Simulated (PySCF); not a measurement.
**How methods differ on the ionisation energy of Ba**

Ba [Xe] 6s2 (1S) → Ba⁺ [Xe] 6s1 (2S), as a difference of total energies. All numbers are calculated (PySCF 2.14, a scalar-relativistic core potential, in def2-TZVPPD with the def2 core potential (46 electrons) (6s4p3d1f, 40 functions)). Correlated levels: valence: 5s2 5p6 frozen. The calculations carry no spin-orbit coupling.

Q: Order these methods by the ionisation energy they give, lowest first.
A. SCS-MP2 (valence)
B. CCSD (valence)
C. UHF
D. MP2 (valence)

A: C (4.262 eV), D (4.660 eV), A (4.739 eV), B (4.861 eV).

Errors of the correlated levels include the incompleteness of this basis and the frozen core.

With two correlated electrons CCSD is exact in that space.

For comparison: 5.212 eV (measured; NIST Atomic Spectra Database, ionization energies).
